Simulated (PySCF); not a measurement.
Point-charge models of `C#CC1=C(C=O)N=CP=C1` against its computed dipole.

Coordinates (GFN2-xTB, Å) and charges (e) from the PBE0/pcSseg-1 density (PySCF):

```json
{"atom": "C1", "x": "2.501", "y": "-0.180", "z": "-1.634", "Mulliken": "-0.3393", "IAO": "-0.1840", "Hirshfeld": "-0.0746", "ESP-fitted": "-0.4126"}
{"atom": "C2", "x": "1.452", "y": "-0.199", "z": "-1.049", "Mulliken": "+0.4536", "IAO": "-0.0225", "Hirshfeld": "-0.0425", "ESP-fitted": "+0.1580"}
{"atom": "C3", "x": "0.179", "y": "-0.324", "z": "-0.450", "Mulliken": "-0.1822", "IAO": "+0.0010", "Hirshfeld": "+0.0194", "ESP-fitted": "-0.5188"}
{"atom": "C4", "x": "-0.693", "y": "-1.279", "z": "-0.965", "Mulliken": "-0.2968", "IAO": "-0.3412", "Hirshfeld": "-0.0807", "ESP-fitted": "+0.2116"}
{"atom": "P5", "x": "-2.291", "y": "-1.587", "z": "-0.374", "Mulliken": "+0.4741", "IAO": "+0.3859", "Hirshfeld": "+0.1334", "ESP-fitted": "-0.2194"}
{"atom": "C6", "x": "-2.309", "y": "-0.391", "z": "0.914", "Mulliken": "-0.1818", "IAO": "-0.2259", "Hirshfeld": "-0.0339", "ESP-fitted": "+0.3970"}
{"atom": "N7", "x": "-1.365", "y": "0.438", "z": "1.252", "Mulliken": "-0.3934", "IAO": "-0.2366", "Hirshfeld": "-0.1303", "ESP-fitted": "-0.7975"}
{"atom": "C8", "x": "-0.187", "y": "0.498", "z": "0.637", "Mulliken": "+0.0441", "IAO": "+0.0755", "Hirshfeld": "+0.0515", "ESP-fitted": "+0.8038"}
{"atom": "C9", "x": "0.725", "y": "1.511", "z": "1.190", "Mulliken": "+0.3383", "IAO": "+0.2388", "Hirshfeld": "+0.1142", "ESP-fitted": "+0.2028"}
{"atom": "O10", "x": "1.840", "y": "1.753", "z": "0.805", "Mulliken": "-0.3351", "IAO": "-0.3703", "Hirshfeld": "-0.2039", "ESP-fitted": "-0.3772"}
{"atom": "H11", "x": "3.440", "y": "-0.105", "z": "-2.096", "Mulliken": "+0.0558", "IAO": "+0.2102", "Hirshfeld": "+0.1020", "ESP-fitted": "+0.3157"}
{"atom": "H12", "x": "-0.344", "y": "-1.875", "z": "-1.802", "Mulliken": "+0.1351", "IAO": "+0.1828", "Hirshfeld": "+0.0565", "ESP-fitted": "+0.1128"}
{"atom": "H13", "x": "-3.212", "y": "-0.317", "z": "1.513", "Mulliken": "+0.1366", "IAO": "+0.1687", "Hirshfeld": "+0.0491", "ESP-fitted": "+0.0775"}
{"atom": "H14", "x": "0.264", "y": "2.056", "z": "2.035", "Mulliken": "+0.0910", "IAO": "+0.1176", "Hirshfeld": "+0.0397", "ESP-fitted": "+0.0463"}
```

Compute μ = Σ q r for each scheme (1 e·Å = 4.803 D) and compare with the dipole of the full density.

The full density gives (-1.19, -1.63, -1.05) D, 2.27 D in size; dipole vectors point from the negative to the positive end.

| scheme | μx | μy | μz | size (D) | share of the full size (%) | angle to the full dipole (°) |
| --- | --- | --- | --- | --- | --- | --- |
| Mulliken | -3.82 | -2.95 | -0.94 | 4.92 | 216 | 22 |
| IAO | -3.21 | -2.79 | -1.13 | 4.40 | 194 | 17 |
| Hirshfeld | -1.71 | -1.66 | -0.79 | 2.51 | 111 | 13 |
| ESP-fitted | -1.22 | -1.65 | -1.06 | 2.31 | 102 | 0 |

Which set comes closest?

Length of the difference vector: ESP-fitted 0.04 D, Hirshfeld 0.58 D, IAO 2.33 D, Mulliken 2.94 D. Closest: ESP-fitted. ESP charges are fitted to the potential around the molecule, whose slowest-falling term is the dipole's. The schemes that divide the density aren't constrained to reproduce the dipole.

What is left for the Hirshfeld atoms' own dipoles?

The shares of the density sum to the whole, so what Σ q r misses lies in dipoles about the nuclei. The atomic dipoles sum to (-1.19, -1.63, -1.05) − (-1.71, -1.66, -0.79) = (0.52, 0.03, -0.26) D, 0.58 D in size.

With the origin at the mean of the coordinates, (0.000, 0.000, -0.002) Å, which are the largest single terms, by size, of the IAO dipole along the direction of the full one?

P5 +4.65, O10 +4.61, C4 -2.82, C9 -2.31, H12 +2.06 D; all 14 atoms together +4.20 D. The single terms depend on the origin, their sum doesn't.

Give the size of the full dipole in other units.

2.27 D = 0.894 au = 0.473 e·Å = 7.58 × 10⁻³⁰ C·m.

Geometry: GFN2-xTB, one conformer, isolated molecule.

The values belong to the conformer `[CH:1]#[C:2][c:3]1[cH:4][p:5][cH:6][n:7][c:8]1[CH:9]=[O:10]`: N7–C8–C9–O10 180°.
